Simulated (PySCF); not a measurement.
# What a mistake does to a calculation on AlBGeH6N

All numbers below are calculated, not measured. The program is PySCF 2.14.0, an open-source quantum chemistry code, run on an isolated molecule that a program drew, which may never have been made. The molecule is AlBGeH6N (charge 0, doublet), drawn as the SMILES string `[NH2][GeH][BH][AlH2]`.

Each row is a Hartree-Fock (HF) and frozen-core CCSD(T) single point in the cc-pV(D+d)Z basis, meant for a local HF minimum. Run 1 is clean. Each other run has one planted mistake out of seven kinds, and not every kind appears here: one electron removed, one electron added, multiplicity raised by two, geometry at a saddle point, minimal basis STO-3G, one bond length entered in bohr, all coordinates scaled. The reference is restricted for singlets and unrestricted otherwise, and also for a bond in bohr. Adding or removing an electron swaps singlet and doublet. Electrons count all cores. HOMO and LUMO are orbital energies over both spins, the gradient is its largest component, and the lowest frequency (negative if imaginary) is given only where the gradient is small. Bond lengths are over the 9 bonds as drawn. T1 is the CCSD diagnostic: over 0.02 (restricted) or 0.045 (unrestricted) a single reference is doubtful. Germanium has the cc-pVDZ-PP basis, with a core potential (ECP10MDF) in place of its 10 inner electrons, and its 3s, 3p and 3d shells are frozen in CCSD(T).

Geometry of the clean run:
```xyz
10
AlBGeH6N, angstrom
N     1.9876   -0.2749    0.9068
Ge    0.7523    0.7103    0.0654
B    -1.0162    1.2514    0.7562
Al   -2.2736    2.4263   -0.4751
H     2.8718   -0.5211    0.5083
H     1.8553   -0.6350    1.8314
H     1.3826    1.0278   -1.2933
H    -1.2544    0.8573    1.8675
H    -3.7176    2.9245   -0.0336
H    -1.8005    2.8655   -1.9336
```

```
run  electrons  basis functions  <S^2>  HOMO (eV)  LUMO (eV)  gradient (hartree/bohr)  lowest frequency (cm^-1)  mean bond (Å)  longest bond (Å)      T1  HF (hartree)  CCSD(T) (hartree)                          mistake
  1         63              104  0.757      -7.49       0.35                  1.9e-05                        72         1.5334             2.116  0.0174    -617.87247         -618.34797                         no fault
  2         63              104  0.758      -7.29       0.23                  6.4e-02                         -         1.6745             2.311  0.0230    -617.81263         -618.30357           all coordinates scaled
  3         63              104  1.852      -7.72       0.34                  2.4e-02                         -         1.7104             3.383  0.0796    -617.77458         -618.22310  one bond length entered in bohr
  4         62              104  0.000     -15.05      -5.94                  7.1e-02                         -         1.5334             2.116  0.0233    -617.62723         -618.08769             one electron removed
  5         64              104  0.000      -1.03       5.79                  4.7e-02                         -         1.5334             2.116  0.0158    -617.88120         -618.39502               one electron added
  6         63              104  3.770      -4.99      -1.17                  4.1e-02                         -         1.5334             2.116  0.0267    -617.74699         -618.20832                                ?
```

**Which mistake was planted in run 6, and what did it cost?**

Electrons, basis and geometry are unchanged, and <S^2> is 3.770, beside S(S+1) = 3.75 for a multiplicity of 4. So the mistake is: multiplicity raised by two. Subtracting run 1 and multiplying by 627.51 kcal/mol a hartree, the energy moved by 78.7 kcal/mol in HF and 87.6 kcal/mol in CCSD(T).

Cautions from the logs. Run 3: T1 is over the limit, so its CCSD(T) energy is less reliable; run 4: T1 is over the limit, so its CCSD(T) energy is less reliable.
